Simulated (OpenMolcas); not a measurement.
Computed levels of 4d⁷ in ions with 43 electrons, in cm-1 above ⁴F_9/2.

- Program: OpenMolcas 26.06
- Method: MS-CASPT2, IPEA 0.25 Eh, imaginary shift 0.1 Eh
- Basis: ANO-R2
- Scalar Hamiltonian: X2C, finite nucleus
- Spin-orbit coupling: RASSI with atomic mean-field integrals over the reference wave functions, term energies averaged over their components

Active space for each ion: 7 electrons in 5 orbitals (4d); closed shells correlated by CASPT2: 4s 4p.

```csv
Level,Ru+,Pd3+,Ag4+
⁴F_7/2,1549,2770,3510
⁴F_5/2,2560,4480,5580
⁴F_3/2,3210,5540,6850
⁴P_5/2,9670,13460,15080
⁴P_3/2,9730,13140,14470
⁴P_1/2,10740,15200,17190
²G_9/2,11320,15400,17170
²G_7/2,12820,18080,20540
²P_1/2,15330,21490,24490
```

Task: Estimate ⁴F_3/2, ⁴P_5/2, ⁴P_3/2 for Rh2+ from its neighbours Ru+ and Pd3+.

Result: ⁴F_3/2 is fine structure, which grows about as the fourth power of a screened charge, so the fourth roots are averaged: ((3210^0.25 + 5540^0.25) / 2)^4 = 4256. The calculation gives 4270, so the estimate is off by -0.3 %; the measured value is 4322 (the list in Shadmi, J. Res. Natl. Bur. Stand. 70A, 435 (1966)).
⁴P_5/2 is another term, which grows about linearly with the charge: (9670 + 13460) / 2 = 11565. The calculation gives 11590, so the estimate is off by -0.2 %; the measured value is 11062 (the list in Shadmi, J. Res. Natl. Bur. Stand. 70A, 435 (1966)).
⁴P_3/2 is another term, which grows about linearly with the charge: (9730 + 13140) / 2 = 11435. The calculation gives 11520, so the estimate is off by -0.7 %; the measured value is 10997 (the list in Shadmi, J. Res. Natl. Bur. Stand. 70A, 435 (1966)).

Mixed levels, with the weight of the term that names them: Pd3+ ⁴P_3/2 (70 %), Ag4+ ⁴P_3/2 (66 %).

CASPT2 breaks the degeneracy within a term, and the mean is taken; among the terms shown or strongly mixed into the levels shown the widest spread is 1000 cm-1 (4d⁷ ⁴F, Ru+). Configurations with an s electron lie low at this charge and mix in, so terms can be misplaced (holds for Ru+). Some terms miss by over 15 % even with CASPT2, which points to a basis or an active space too small for the shells correlated (holds for Ru+). Levels of configurations with an s electron are missing; early in the row they begin among the upper levels of the d shell and mix with terms of their name (holds for Rh2+). Computed and measured levels are paired by configuration, term and J; levels that our copy of the source lacks, or whose pairing is in doubt (as where it misses far off the trend of its configuration), stay unpaired and out of the deviations. Levels of configurations outside the active space are missing.
